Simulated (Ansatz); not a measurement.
Geometry optimisation, Ansatz 0.2.0, RKS PBE-D4/def2-SVP.

Input file:

```yaml
crystal:
  periodic: [false, false, false]
  atoms:
    - { symbol: Ti, position_ang: [-0.047396, -0.149669, 0.124024] }
    - { symbol: Cl, position_ang: [-0.177872, -0.182205, 2.452096] }
    - { symbol: O, position_ang: [1.622898, -0.145635, -0.478204] }
    - { symbol: H, position_ang: [2.038644, -0.903121, -0.931839] }
    - { symbol: Cl, position_ang: [-1.264366, 1.444936, -0.817067] }
    - { symbol: O, position_ang: [-0.726432, -1.693371, -0.400328] }
    - { symbol: H, position_ang: [-1.599152, -2.085109, -0.217757] }
    - { symbol: H, position_ang: [1.132194, 2.354487, 0.992718] }
    - { symbol: H, position_ang: [0.959482, 1.951688, 1.567658] }
basis:
  gaussian: { orbitals: def2-SVP }
hamiltonian:
  xc: pbe
  dispersion: d4
relax:
  f_tol: 0.03
  max_steps: 50
```

Launched with:

```bash
$ ansatz run input.yaml --threads 4 --pin off --max-ram 5120MiB --backend cpu --events-out ev --progress --plain --runs-dir out
```

Problem. Where does it end, and by what steps?

Solution. The forces met the threshold. The force dipped under the threshold on the way, but the program's further checks kept it going. After 18 steps the energy has fallen by 0.166 eV; H8 moved furthest, 0.85 Å.

```tsv
step	energy less start (eV)	largest force component (eV/Å)	accepted
0	0.0000	1.490	yes
1	-0.1346	0.263	yes
2	-0.1474	0.133	yes
3	-0.1421	0.569	no
4	-0.1576	0.066	yes
5	-0.1602	0.093	yes
6	-0.1611	0.050	yes
7	-0.1626	0.050	yes
8	-0.1633	0.081	yes
9	-0.1635	0.104	yes
10	-0.1640	0.080	yes
11	-0.1644	0.027	yes
12	-0.1647	0.021	yes
13	-0.1649	0.070	yes
14	-0.1650	0.042	yes
15	-0.1652	0.023	yes
16	-0.1653	0.095	yes
17	-0.1655	0.051	yes
18	-0.1656	0.013	yes
```

```xyz
9
Properties=species:S:1:pos:R:3
Ti -0.101 -0.376 0.059
Cl -0.121 -0.208 2.269
O 1.566 -0.378 -0.551
H 2.033 -1.076 -1.046
Cl -1.249 1.294 -0.820
O -0.871 -1.897 -0.401
H -1.762 -2.284 -0.349
H 1.374 3.065 1.390
H 1.069 2.451 1.741
```

The run took 32 s on 4 threads of Arm Neoverse V1, on a shared host, peak memory 0.19 GiB.
